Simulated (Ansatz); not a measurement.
Sn₃O₉H₆. Charge 0, multiplicity 3. Geometry r2SCAN-D4/def2-SVP, that of the neutral singlet; atoms count from 1.

```xyz
18

Sn    0.263    0.656    2.513
Sn   -1.609   -0.600   -1.930
Sn    0.680   -3.254   -0.476
O     0.094   -1.574   -1.245
O     1.634   -0.471    1.107
O     1.505    2.221    2.453
O    -1.638    0.440    0.212
O    -0.479    1.198    0.514
O     1.717   -3.025    1.066
O    -0.504    1.049   -2.509
O    -1.110    2.201   -1.843
O    -2.778    1.333    0.104
H     1.757   -1.496    1.196
H     2.033    2.263    1.642
H    -2.468    1.869   -0.678
H    -0.557    2.214   -1.025
H     0.228   -4.667   -1.322
H     1.233   -0.356    0.221
```

In the def2 sets Sn takes a core potential; there is no spin–orbit coupling. The structure holds 3 bonds between oxygen atoms, so isomers without such links may lie far lower. At PBE0-D4/def2-SVP a singlet of charge 0 lies 3.37 eV below the triplet at the same geometry. The structure comes from a short search, and lower isomers may exist.

Problem. Estimate the Mulliken populations from the PBE0/def2-SVP orbitals of Ansatz.

Solution. 
| atom | charge (e) | spin (α − β) |
| --- | --- | --- |
| Sn1 | 0.78 | 0.00 |
| Sn2 | 0.89 | 0.03 |
| Sn3 | 0.54 | 0.95 |
| O4 | -0.70 | 0.18 |
| O5 | -0.37 | 0.00 |
| O6 | -0.53 | 0.00 |
| O7 | -0.15 | 0.00 |
| O8 | -0.41 | 0.00 |
| O9 | -0.40 | 0.83 |
| O10 | -0.40 | 0.08 |
| O11 | -0.21 | 0.02 |
| O12 | -0.13 | 0.00 |
| H13 | 0.26 | -0.01 |
| H14 | 0.18 | 0.00 |
| H15 | 0.20 | 0.00 |
| H16 | 0.22 | 0.00 |
| H17 | 0.01 | -0.08 |
| H18 | 0.21 | 0.00 |
Mulliken values and Mayer orders depend strongly on the basis.

Problem. Where does the spin sit?

Solution. Summed by element: Sn 0.97, O 1.12, H -0.09, of 2 unpaired in all. Largest on single atoms: Sn3 0.95, O9 0.83, O4 0.18.

Problem. And the Mayer bond orders between bonded heavy atoms (over 0.3)?

Solution. Sn1–O5 0.40 (2.26 Å); Sn1–O6 1.01 (2.00 Å); Sn1–O8 0.47 (2.20 Å); Sn2–O4 0.71 (2.08 Å); Sn2–O10 0.75 (2.07 Å); Sn3–O4 0.99 (1.94 Å); Sn3–O9 0.92 (1.87 Å); O7–O8 0.90 (1.42 Å); O7–O12 0.89 (1.45 Å); O10–O11 0.93 (1.46 Å).
